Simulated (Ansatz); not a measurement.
Total energies of CH$_{7}$BSi$_{2}$ (`B[SiH]1C[SiH2]1`).

```xyz
11

B     0.316    0.487    1.528
Si   -1.219   -0.191    0.586
C    -0.816    0.081   -1.219
Si    0.926   -0.171   -0.469
H     0.663    1.624    1.346
H     0.589   -0.037    2.567
H    -1.685   -1.600    0.784
H    -0.930    1.106   -1.571
H    -1.184   -0.635   -1.948
H     1.446   -1.534   -0.732
H     1.893    0.872   -0.872
```

The species carries charge 0 and has multiplicity 1. The structure was optimised at the PBE0-D4/def2-TZVP level. Basis def2-TZVPP, Ansatz.

RPA on PBE orbitals: Hartree–Fock energy of these orbitals -644.40896 Eh, correlation -0.98520 Eh (frozen core).

| functional | energy without D4 (Eh) | D4 term (kJ/mol) |
| --- | --- | --- |
| HSE06 (plane-wave form) | -645.79147 | -20.2 |
| ωB97X-V | -646.02835 | – |

(1) Give the same for LDA (SPW92), PBE, revPBE, BLYP, r2SCAN, B97M-V, PBE0, B3LYP, r2SCANh, r2SCAN0, BHLYP, CAM-B3LYP, LC-ωPBE, ωB97M-V, B2PLYP, PBE-QIDH. (Estimate.)

B3LYP takes the VWN-RPA correlation (the form of Gaussian; ORCA's B3LYP/G). HSE06 is the plane-wave form, built on full-range PBE exchange. The double hybrids freeze the cores in their second-order part.

## Answers

(1) Ansatz gave: 
```tsv
functional	energy without D4 (Eh)	D4 term (kJ/mol)
LDA (SPW92)	-643.13035	–
PBE	-645.73822	-25.6
revPBE	-646.00461	-73.2
BLYP	-646.08486	-56.2
r2SCAN	-646.04582	-5.9
B97M-V	-646.01259	–
PBE0	-645.80953	-21.6
B3LYP	-646.18898	-41.8
r2SCANh	-646.04004	-6.3
r2SCAN0	-646.03231	-7.0
BHLYP	-646.09061	-33.9
CAM-B3LYP	-646.09761	-22.0
LC-ωPBE	-645.90544	–
ωB97M-V	-646.04737	–
B2PLYP	-645.82337	–
PBE-QIDH	-645.62422	–
```

LC-ωPBE has ω = 0.4 bohr⁻¹.
